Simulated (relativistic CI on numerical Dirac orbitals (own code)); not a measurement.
What each ingredient does to the levels of Au XXIX

Base calculation: Dirac-Coulomb-Breit CI, KLI orbitals optimised for each configuration, model QED, unscaled Slater integrals.

Configuration list (outside the closed core [Ar] 3d10): 4s²4p⁶4d¹⁰4f⁵, 4s²4p⁶4d¹⁰4f⁴5s, 4s²4p⁶4d⁹4f⁶, 4s²4p⁶4d¹⁰4f³5s², 4s²4p⁶4d¹⁰4f⁴5p, 4s²4p⁶4d¹⁰4f³5s5p, 4s²4p⁵4d¹⁰4f⁶, 4s²4p⁶4d¹⁰4f⁴5d, 4s²4p⁶4d¹⁰4f³5p², 4s²4p⁶4d¹⁰4f³5s5d, 4s4p⁶4d¹⁰4f⁶, 4s²4p⁶4d¹⁰4f⁴6p, 4p⁶4d¹⁰4f⁷. Levels of other configurations are missing.

Variants: (1) P86 correlation estimate; (2) QED terms removed; (3) configuration mixing switched off. Shifts of the energy above 4s²4p⁶4d¹⁰4f⁵ ⁶H°5/2, in cm⁻¹, for the lowest level and the first level of each name with at least 55 % of one term (blank where a level changes its place among those of its configuration and J or its character, or is not in the variant):

```csv
Level,Base,Δ(1),Δ(2),Δ(3)
4s²4p⁶4d¹⁰4f⁵ ⁶H°5/2,0.0,0.0,0.0,0.0
4s²4p⁶4d¹⁰4f⁵ ⁶H°7/2,18853.2,-0.3,-120.3,-194.9
4s²4p⁶4d¹⁰4f⁵ ⁶H°9/2,34026.5,-0.4,-188.2,-205.8
4s²4p⁶4d¹⁰4f⁵ ⁶F°3/2,34943.2,+0.2,-109.7,+519.5
4s²4p⁶4d¹⁰4f⁵ ⁶F°1/2,37580.2,+0.1,-137.7,+723.6
4s²4p⁶4d¹⁰4f⁵ ⁶H°11/2,45511.0,-0.4,-213.8,-143.1
4s²4p⁶4d¹⁰4f⁵ ⁶F°7/2,49361.9,+0.1,-175.1,+463.6
4s²4p⁶4d¹⁰4f⁵ ⁶H°13/2,53841.0,-0.3,-209.1,-55.3
4s²4p⁶4d¹⁰4f⁵ ⁶F°9/2,63079.8,+0.2,-215.8,+583.2
4s²4p⁶4d¹⁰4f⁵ ⁶F°11/2,74977.9,+0.2,-236.2,+647.1
4s²4p⁶4d¹⁰4f⁵ ⁴F°3/2,77475.3,+0.4,-215.9,+15.8
4s²4p⁶4d¹⁰4f⁵ ⁴I°9/2,79922.7,+0.4,-173.8,+318.2
4s²4p⁶4d¹⁰4f⁵ ⁴M°17/2,90225.6,-0.7,-225.4,-724.8
4s²4p⁶4d¹⁰4f⁵ ²P°1/2,93375.5,+1.1,-171.2,+1017.6
```

At this charge energies of transitions that change n are usually good to better than 1 %, and those within a shell (Δn = 0) to a few per cent. Terms inside the open d or f shell come out 10 to 20 % too wide with unscaled integrals.

Ionisation energy from the two ground configurations alone: base 968.075 eV; P86 correlation estimate 970.146 eV. The NIST ASD value (theoretical) is 990 eV. The gap of more than 2 % comes from missing correlation, or from a tabulated value that is itself an estimate.

LS names give the leading component of a level, which can be under half, so a name can repeat, a term be missing and a line seem to break the LS rules.
